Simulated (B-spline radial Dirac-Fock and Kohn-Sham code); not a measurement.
# X-ray lines that fill the 3d3/2 vacancy in Pr³⁺

System: Pr³⁺, configuration 1s2 2s2 2p6 3s2 3p6 3d10 4s2 4p6 4d10 4f2 5s2 5p6, inside a Watson sphere of charge -3 and radius 2.7 Å (a model of the Madelung potential; inside it an electron's potential energy is raised by 16.0 eV).

Calculated with a radial finite-basis atomic code, using one-electron (LDA, Dirac) transition rates at Dirac-Fock energies.

| line | multipole | energy (eV) | rate (s⁻¹) | share (%) |
| --- | --- | --- | --- | --- |
| Mζ2 (M4-N2) | E1 | 704.1 | 6.32e+11 | 26.0 |
| M4-N3 | E1 | 724.9 | 9.41e+10 | 3.87 |
| M4-N4 | E2 | 834.1 | 8.03e+08 | 0.0330 |
| M4-O2 | E1 | 934.2 | 1.06e+11 | 4.35 |
| M4-O3 | E1 | 937.4 | 1.57e+10 | 0.646 |
| Mβ (M4-N6) | E1 | 952.3 | 1.58e+12 | 65.1 |

The listed lines hold 100.0 % of the radiative rate. The radiative width is 0.00160 eV in the length form and 0.00165 eV in the velocity form; the two differ because the transition energies are not eigenvalue differences of the potential that gave the orbitals.
